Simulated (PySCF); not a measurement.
C2H11NSi3, SMILES [Si@H]1([SiH2][SiH2]N1)CC.

Geometry: PBE-D3(BJ)/def2-SVP. The structure was generated by enumeration; whether it is a known compound was not checked. Other conformers were not sampled.

Method: PBE-D3(BJ)/def2-SVP (PySCF).

Frequencies are harmonic and unscaled.

```csv
mode,ν (cm⁻¹),IR (km/mol),moving atoms (share of kinetic energy)
1,51,0.1,"Si 35 %, C 30 %, H 28 %"
2,66,0.0,"H 33 %, Si 32 %, C 24 %, N 11 %"
3,107,0.2,"H 45 %, C 27 %, Si 18 %, N 10 %"
4,166,0.2,"H 47 %, Si 22 %, N 18 %, C 13 %"
5,224,0.2,"H 76 %, C 15 %"
6,266,0.5,"C 41 %, Si 30 %, H 19 %, N 10 %"
7,324,0.8,"H 82 %, Si 11 %"
8,359,0.5,"Si 53 %, H 21 %, N 18 %"
9,384,0.5,"Si 78 %, H 19 %"
10,432,3.2,"Si 63 %, H 33 %"
11,448,37.6,"H 66 %, Si 27 %"
12,482,58.1,"H 83 %, Si 15 %"
13,566,37.6,"H 82 %, Si 17 %"
14,584,6.9,"H 86 %, Si 10 %"
15,626,6.4,"H 71 %, C 18 %"
16,664,8.5,"H 51 %, Si 23 %, C 18 %, N 8 %"
17,668,43.1,"H 85 %, N 9 %"
18,685,8.5,"H 63 %, Si 18 %, N 12 %"
19,697,30.8,"H 56 %, Si 24 %, N 12 %, C 9 %"
20,790,202.7,"H 77 %, Si 12 %"
21,822,51.6,"H 45 %, N 39 %, Si 16 %"
22,846,249.4,"H 60 %, Si 21 %, N 18 %"
23,881,27.6,H 93 %
24,936,15.4,"H 85 %, C 12 %"
25,948,112.4,"H 87 %, C 10 %"
26,959,34.9,"H 84 %, C 10 %"
27,1020,20.7,"C 71 %, H 28 %"
28,1078,109.6,"H 67 %, N 29 %"
29,1195,2.6,"H 66 %, C 33 %"
30,1200,3.1,"H 72 %, C 28 %"
31,1344,2.2,"H 82 %, C 18 %"
32,1378,3.3,"H 91 %, C 9 %"
33,1423,3.7,H 96 %
34,1427,7.3,H 97 %
35,2104,190.0,H 97 %
36,2118,110.2,H 96 %
37,2121,157.9,H 98 %
38,2150,61.8,H 98 %
39,2167,86.9,H 96 %
40,2962,28.8,H 97 %
41,2963,14.1,H 95 %
42,3017,2.0,"H 91 %, C 9 %"
43,3046,21.4,"H 91 %, C 9 %"
44,3049,18.2,"H 91 %, C 9 %"
45,3502,18.5,H 93 %
```
